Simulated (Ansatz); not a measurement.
Cartesian coordinates in Å:
```
B -0.313 -1.010 -1.156
Si 1.138 -0.029 -0.177
O 1.352 1.520 -0.747
Si -0.498 0.040 1.518
S -1.861 -0.066 -0.261
H -0.451 -0.931 -2.346
H -0.433 -2.124 -0.701
H 2.463 -0.607 0.198
H 1.976 2.077 -0.279
H -0.950 1.165 2.387
H -0.828 -1.234 2.210
H -1.596 1.198 -0.646
```

The species carries charge 0 and has multiplicity 1. The bonds changed during the relaxation, so this is another structure than the one it started from.

(1) List the ωB97M-V/def2-TZVPP orbital energies in eV (Ansatz). (An estimate is asked.)

Answers

(1) Computed: Occupied: -2427.93, -1807.55, -1807.07, -526.20, -221.90, -186.77, -165.00, -164.92, -164.87, -148.61, -148.09, -102.79, -102.69, -102.65, -102.24, -102.21, -102.14, -30.86, -24.46, -18.78, -17.58, -16.73, -15.18, -14.41, -13.42, -12.89, -12.33, -12.05, -11.49, -11.03, -9.82, -9.00. Lowest empty: 0.91, 1.19, 1.62, 2.10, 2.90, 3.07, 3.24, 3.73.
